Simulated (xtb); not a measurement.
H3Al, charge -1, doublet, from a rough starting geometry (GFN-xTB shapes and energies of metal compounds can be far from the true ones) (a state made from the parent by changing its charge; the spin is typed, not shown lowest); GFN2-xTB in xtb.

Input for xtb:
```
$ xtb mol.xyz --gfn 2 --chrg -1 --uhf 1 --opt vtight --json

# file mol.xyz
4

Al    -0.01389235     0.01022084     0.01851255
H      0.66137402    -0.51668069     1.34144971
H     -0.27101558     1.48825029    -0.27122800
H     -0.33929409    -1.06593844    -1.04653834
```

Output, abridged:

```
   ID    Z sym.   atoms
    1   13 Al     1
    2    1 H      2-4

           -------------------------------------------------
          |                Calculation Setup                |
           -------------------------------------------------

           -------------------------------------------------
          |                 G F N 2 - x T B                 |
           -------------------------------------------------

          ...................................................
          :                      SETUP                      :
          :.................................................:
          :  # basis functions                  13          :
          :  # atomic orbitals                  12          :
          :  # shells                            6          :
          :  # electrons                         7          :
          :  max. iterations                   250          :
          :  Hamiltonian                  GFN2-xTB          :
          :  restarted?                      false          :
          :  GBSA solvation                  false          :
          :  PC potential                    false          :
          :  electronic temp.          300.0000000     K    :
          :  accuracy                    1.0000000          :
          :  -> integral cutoff          0.2500000E+02      :
          :  -> integral neglect         0.1000000E-07      :
          :  -> SCF convergence          0.1000000E-05 Eh   :
          :  -> wf. convergence          0.1000000E-03 e    :
          :  Broyden damping             0.4000000          :
          :  net charge                         -1          :
          :  unpaired electrons                  1          :
          ...................................................

 iter      E             dE          RMSdq      gap      omega  full diag
   1     -2.6326512 -0.263265E+01  0.115E+01    0.87       0.0  T
   2     -2.6403006 -0.764944E-02  0.910E+00    0.79       1.0  T
   3     -2.5968795  0.434210E-01  0.113E+01    1.70       1.0  T
   4     -2.6133089 -0.164294E-01  0.960E+00    0.51       1.0  T
   5     -2.5919221  0.213868E-01  0.110E+01    1.00       1.0  T
   6     -2.5975067 -0.558454E-02  0.105E+01    0.83       1.0  T
   7     -2.6141230 -0.166163E-01  0.972E+00    0.65       1.0  T
   8     -2.6206024 -0.647946E-02  0.948E+00    0.29       1.0  T
   9     -2.6295290 -0.892661E-02  0.837E+00    0.30       1.0  T
[...]
         :: total energy              -2.677420906660 Eh    ::
 * total energy  :    -2.6774209 Eh     change       -0.5303313E-11 Eh
 * total energy  :    -2.6883863 Eh     change       -0.1096541E-01 Eh
 * total energy  :    -2.7209588 Eh     change       -0.3257252E-01 Eh
 * total energy  :    -2.7211569 Eh     change       -0.1980270E-03 Eh
 * total energy  :    -2.7215261 Eh     change       -0.3692538E-03 Eh
 * total energy  :    -2.7216910 Eh     change       -0.1648951E-03 Eh
 * total energy  :    -2.7216946 Eh     change       -0.3625020E-05 Eh
 * total energy  :    -2.7216962 Eh     change       -0.1531606E-05 Eh
 * total energy  :    -2.7216963 Eh     change       -0.1653672E-06 Eh
 * total energy  :    -2.7216965 Eh     change       -0.1484018E-06 Eh
 * total energy  :    -2.7216965 Eh     change       -0.9839473E-08 Eh
   *** GEOMETRY OPTIMIZATION CONVERGED AFTER 11 ITERATIONS ***
         :: total energy              -2.721696495710 Eh    ::
[...]
         9                          0.1359230               3.6987
        10                          0.4596822              12.5086
        11                          0.9727315              26.4694
        12                          0.9727633              26.4702
      -------------------------------------------------------------
                  HL-Gap            0.0936423 Eh            2.5481 eV
             Fermi-level           -0.0391654 Eh           -1.0657 eV

     #   Z          covCN         q      C6AA      α(0)
     1  13 Al       2.461     0.097   103.374    20.992
     2   1 H        0.820    -0.366    38.521     9.740
     3   1 H        0.820    -0.366    38.519     9.740
     4   1 H        0.820    -0.366    38.517     9.739

 Mol. C6AA /au·bohr⁶  :        813.207946
 Mol. C8AA /au·bohr⁸  :      26459.373266
 Mol. α(0) /au        :         50.210442

Wiberg/Mayer (AO) data.
largest (>0.10) Wiberg bond orders for each atom

 ---------------------------------------------------------------------------
     #   Z sym  total        # sym  WBO       # sym  WBO       # sym  WBO
 ---------------------------------------------------------------------------
     1  13 Al   2.475 --     4 H    0.825     3 H    0.825     2 H    0.825
     2   1 H    0.864 --     1 Al   0.825
     3   1 H    0.864 --     1 Al   0.825
     4   1 H    0.864 --     1 Al   0.825
 ---------------------------------------------------------------------------

Topologies differ in total number of bonds
Writing topology from bond orders to xtbtopo.mol

molecular dipole:
                 x           y           z       tot (Debye)
 q only:       -0.471      -0.011       0.184
   full:       -0.326       0.005       0.119       0.881
molecular quadrupole (traceless):
                xx          xy          yy          xz          yz          zz
 q only:        3.197       0.630      -2.116      -2.442      -0.284      -1.081
  q+dip:        2.764       0.539      -1.828      -2.107      -0.242      -0.935
   full:        2.372       0.466      -1.570      -1.811      -0.209      -0.802

optimized geometry written to: xtbopt.xyz

           -------------------------------------------------
          | TOTAL ENERGY               -2.721696495710 Eh   |
          | GRADIENT NORM               0.000004640304 Eh/α |
          | HOMO-LUMO GAP               2.548136648952 eV   |
           -------------------------------------------------
```
